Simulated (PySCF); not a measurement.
Match the calculated data to a structure.

All candidates are C2H7ClOSi3.

| technique | computed result |
| --- | --- |
| 1H NMR | chemical shifts (computed TMS as zero) by class: 7.75 (1 H), 7.54 (1 H), 5.76 (1 H), 5.40 (1 H), 5.39 (1 H), 5.32 (1 H), 5.21 (1 H) ppm [GIAO PBE0/pcSseg-1] |
| Polarisability | 114.7 au [B3LYP/def2-SVPD] |
| Rotational structure | rotational constants A, B, C: 3.395, 0.592, 0.547 GHz [GFN2-xTB] |
| Triplet | lowest triplet excitation (Tamm–Dancoff): 4.24 eV [TDA B3LYP/def2-SVPD] |
| 13C NMR | chemical shifts (computed TMS as zero) by class: 160.9 (1 C), 158.4 (1 C) ppm [GIAO PBE0/pcSseg-1] |
| UV, first state | lowest singlet excitation: 5.49 eV (226 nm, f = 0.029) [TDDFT B3LYP/def2-SVPD] |

Electronic properties: PySCF, gas phase, density fitting. Levels stand in brackets. Isolated species at its GFN2-xTB geometry (one conformer only). NMR classes are plain means over equivalent atoms (diastereotopic ones count apart unless rotation or inversion swaps them), as if these changed places fast.

Question: Which candidate is it?
A. `C#C[SiH2][Si@H](Cl)O[SiH3]`
B. `C#C[Si@@H](Cl)[SiH2]O[SiH3]`
C. `Cl[SiH2][Si@@H]1C=C[SiH2]O1`
D. `C#C[Si@H]([SiH3])O[SiH2]Cl`
E. `[SiH3]O[SiH2]C#C[SiH2]Cl`

Answer: C. It is `Cl[SiH2][Si@@H]1C=C[SiH2]O1`. Numbering: `[Cl:1][SiH2:2][Si@@H:3]1[CH:4]=[CH:5][SiH2:6][O:7]1`. Its formula, C2H7ClOSi3, gives 2 degrees of unsaturation: 1 ring and 1 π bond in the structure found. 2 carbons fall into 2 classes; from least to most shielded: alkene CH carbon [C4] (160.9 ppm), alkene CH carbon [C5] (158.4 ppm). Hydrogen classes from least to most shielded: 1 H on an alkene CH carbon, C4 (7.75 ppm), 1 H on an alkene CH carbon, C5 (7.54 ppm), 1 H on an oxygen-bound silicon, Si3 (5.76 ppm), 1 H on a chlorine-bound silicon, Si2 (5.40 ppm), 1 H on an oxygen-bound silicon, Si6 (5.39 ppm), 1 H on an oxygen-bound silicon, Si6 (5.32 ppm), 1 H on a chlorine-bound silicon, Si2 (5.21 ppm). The optimised geometry has point group C1 and is an asymmetric top.

The others, at the same levels:
- `C#C[Si@H]([SiH3])O[SiH2]Cl` fails: its computed 13C shifts are 105.6 (1 C), 90.1 (1 C) ppm, 1H shifts are 5.69 (1 H), 5.51 (1 H), 5.38 (1 H), 3.59 (3 H), 2.26 (1 H) ppm and lowest triplet excitation (Tamm–Dancoff) is 4.94 eV (against 4.24 eV).
- `C#C[Si@@H](Cl)[SiH2]O[SiH3]` fails: its computed 13C shifts are 107.5 (1 C), 88.8 (1 C) ppm, 1H shifts are 5.68 (1 H), 5.55 (1 H), 5.45 (1 H), 5.11 (3 H), 2.35 (1 H) ppm and lowest singlet excitation is 5.26 eV (236 nm, f = 0.012) (against 5.49 eV).
- `[SiH3]O[SiH2]C#C[SiH2]Cl` fails: its computed 13C shifts are 119.9 (1 C), 113.2 (1 C) ppm, 1H shifts are 5.29 (2 H), 5.21 (2 H), 5.17 (3 H) ppm and lowest singlet excitation is 5.30 eV (234 nm, f = 0.001) (against 5.49 eV).
- `C#C[SiH2][Si@H](Cl)O[SiH3]` fails: its computed 13C shifts are 107.4 (1 C), 81.9 (1 C) ppm, 1H shifts are 6.00 (1 H), 5.27 (3 H), 4.41 (1 H), 4.17 (1 H), 2.00 (1 H) ppm and lowest singlet excitation is 5.80 eV (214 nm, f = 0.006) (against 5.49 eV).

Each candidate is one conformer, not necessarily the lowest. The conformers computed, where there is a choice (atom-mapped SMILES and torsion angles):
- `[Cl:1][SiH2:2][Si@@H:3]1[CH:4]=[CH:5][SiH2:6][O:7]1`: Cl1–Si2–Si3–C4 -88°
- `[CH:1]#[C:2][Si@H:3]([SiH3:4])[O:5][SiH2:6][Cl:7]`: C2–Si3–O5–Si6 72°, Si3–O5–Si6–Cl7 37°
- `[CH:1]#[C:2][Si@@H:3]([Cl:4])[SiH2:5][O:6][SiH3:7]`: C2–Si3–Si5–O6 64°, Si3–Si5–O6–Si7 -49°
- `[CH:1]#[C:2][SiH2:3][Si@H:4]([Cl:5])[O:6][SiH3:7]`: C2–Si3–Si4–Cl5 166°, Si3–Si4–O6–Si7 32°
